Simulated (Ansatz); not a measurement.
C4H3F3 can be A, `C=C(F)C=C(F)F`, or B, `F/C=C/C(F)=C\F`.

Calculated with Ansatz (gas phase, PBE0-D4/def2-TZVP geometries, no zero-point term in ΔE). CCSD(T)/CBS is the MP2 limit (def2-TZVPP, def2-QZVPP) plus CCSD(T) − MP2 in def2-TZVPP, frozen cores. Functionals use def2-TZVPP. B3LYP here is the variant with VWN-RPA as its local correlation; programs differ in this. Each species was taken in one conformer, which may not be the lowest.

(1) Which isomer does CCSD(T)/CBS put lower? Give the gap. (An estimate is asked.)

(2) Give E(B) − E(A) in kJ/mol with r2SCAN-D4, B3LYP, LDA (SPW92), B3LYP-D4, CCSD(T)/def2-SVP, CCSD/def2-TZVPP, CCSD(T)/def2-TZVPP. (Best estimate.)

(3) Does the order hold for the free energy at 298.15 K (harmonic terms from PBE0-D4)? (Estimate.)

Largest T1 diagnostic: 0.013.

## Answers

(1) The calculation gave: A, by 29.2 kJ/mol.

(2) Ansatz gave: r2SCAN-D4 36.6, B3LYP 28.3, LDA (SPW92) 37.4, B3LYP-D4 28.9, CCSD(T)/def2-SVP 32.3, CCSD/def2-TZVPP 31.0, CCSD(T)/def2-TZVPP 31.1. None reverses the order clearly.

(3) Ansatz gave: Yes: G(B) − G(A) = +29.5 kJ/mol, for one conformer each.

At CCSD(T), def2-SVP lies +3.2 kJ/mol from the extrapolated value and def2-TZVPP +2.0 kJ/mol. From BLYP to BHLYP (50 % exact exchange), in def2-TZVPP and without D4, E(B) − E(A) moves by +4.6 kJ/mol.
